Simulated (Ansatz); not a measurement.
CH₆FNOSi (`NC(O)(F)[SiH3]`), 11 atoms. Total charge 0; spin multiplicity 1. All runs use 4 threads of an Arm Neoverse V2 on a shared host. Correlated methods freeze the cores.

(1) Give the basis size and wall time and peak host memory of each of these runs in Ansatz. RKS PBE0-D4/def2-TZVP relaxation (9 steps); RHF-CCSD(T)/def2-TZVPP energy; RKS BHLYP-D4/def2-TZVPP energy; RKS PBE0-D4/def2-SVP energy; RHF-MP2/def2-QZVPP energy; RKS PBE0-D4/def2-QZVPP energy; RKS ωB97M-V/def2-QZVPP energy; RKS ωB97M-V/def2-SVP energy; RKS CAM-B3LYP-D4/def2-TZVPP energy; direct RPA on PBE orbitals/def2-TZVPP energy; RHF-CCSD(T)/def2-SVP energy; RKS SPW92 (LDA)/def2-TZVPP energy. (Best estimate.)

Results:

(1) The calculation gave: Other jobs shared the machine, so times are rough.

```json
{"level": "RKS PBE0-D4/def2-SVP", "job": "energy", "functions": "104", "wall time": "0.8 s", "peak host memory (GiB)": "0.44"}
{"level": "RKS SPW92 (LDA)/def2-TZVPP", "job": "energy", "functions": "250", "wall time": "1 s", "peak host memory (GiB)": "0.31"}
{"level": "RKS BHLYP-D4/def2-TZVPP", "job": "energy", "functions": "250", "wall time": "2.2 s", "peak host memory (GiB)": "0.6"}
{"level": "RKS CAM-B3LYP-D4/def2-TZVPP", "job": "energy", "functions": "250", "wall time": "2.5 s", "peak host memory (GiB)": "0.66"}
{"level": "RKS ωB97M-V/def2-SVP", "job": "energy", "functions": "104", "wall time": "3.2 s", "peak host memory (GiB)": "0.44"}
{"level": "RHF-CCSD(T)/def2-SVP", "job": "energy", "functions": "104", "wall time": "3.9 s", "peak host memory (GiB)": "0.49"}
{"level": "direct RPA on PBE orbitals/def2-TZVPP", "job": "energy", "functions": "250", "wall time": "4.3 s", "peak host memory (GiB)": "0.61"}
{"level": "RKS PBE0-D4/def2-QZVPP", "job": "energy", "functions": "478", "wall time": "6 s", "peak host memory (GiB)": "1.6"}
{"level": "RKS ωB97M-V/def2-QZVPP", "job": "energy", "functions": "478", "wall time": "15 s", "peak host memory (GiB)": "2"}
{"level": "RHF-MP2/def2-QZVPP", "job": "energy", "functions": "478", "wall time": "18 s", "peak host memory (GiB)": "3"}
{"level": "RKS PBE0-D4/def2-TZVP", "job": "relaxation (9 steps)", "functions": "197", "wall time": "24 s", "peak host memory (GiB)": "0.47"}
{"level": "RHF-CCSD(T)/def2-TZVPP", "job": "energy", "functions": "250", "wall time": "2.1 min", "peak host memory (GiB)": "5.6"}
```
